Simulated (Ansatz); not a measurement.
Gas-phase reaction (SMILES): OBO [boronic acid] → [O-]BO + H+; deprotonation at the site shown.

Each molecule is optimised on its own at B3LYP-D3(BJ)/def2-TZVP (Ansatz, an electronic-structure program), one conformer each, not searched for the lowest. Correlated levels leave the core frozen unless marked. Spin-orbit coupling is left out. Non-relativistic. CBS(X,Y): correlation extrapolated as X^-3; Hartree-Fock from the larger set. The bracket is a focal-point correction in the basis named. Anions need diffuse functions, of which def2-TZVPD holds fewer than the aug- sets. Thermal terms are rigid-rotor harmonic-oscillator values from B3LYP-D3(BJ) frequencies (Ansatz) at 298.15 K and 1 atm. 1 Eh = 627.5095 kcal/mol. The proton has no electrons: its energy is zero and its thermal terms are those of translation.

```tsv
species	E, RI-MP2/CBS(aug-cc-pVTZ,aug-cc-pVQZ)+[CCSD(T)-MP2]/aug-cc-pVTZ (Ansatz) (Eh)	E, B3LYP-D3(BJ)/def2-TZVPD (Ansatz + dftd3) (Eh)	H - E (Eh)	G - E (Eh)
OBO	-177.05063	-177.29598	0.04694	0.01791
[O-]BO	-176.46192	-176.70963	0.03280	0.00406
H+	0.00000	0.00000	0.00236	-0.01000
```

Problem. Work out ΔE and ΔH, ΔG, ΔS and the equilibrium constant at 298.15 K at the first level, then ΔH at the second.

Solution. 
1. ΔE = [(-176.46192) + (0.00000)] - [(-177.05063)] = 0.58871 Eh = 369.4 kcal/mol at RI-MP2/CBS(aug-cc-pVTZ,aug-cc-pVQZ)+[CCSD(T)-MP2]/aug-cc-pVTZ.
2. The terms H - E add up to -0.01178 Eh, so ΔH = (0.58871 + (-0.01178))×627.5095 = 362.0 kcal/mol.
3. The terms G - E add up to -0.02385 Eh, so ΔG = 354.5 kcal/mol, and ΔS = (-0.01178 - (-0.02385))×627509.5/298.15 = 25.4 cal/(mol K).
4. log10 K = -ΔG/(RT ln 10) = -259.9, with RT ln 10 = 1.3642 kcal/mol.
5. At B3LYP-D3(BJ)/def2-TZVPD the same steps give ΔE = 367.9 and ΔH = 360.5 kcal/mol, a shift of -1.5 from the first level.
6. These values are not checked against measurement here, since the tables used lack a sound gas-phase enthalpy of formation for at least one species, or one in the same ion convention.
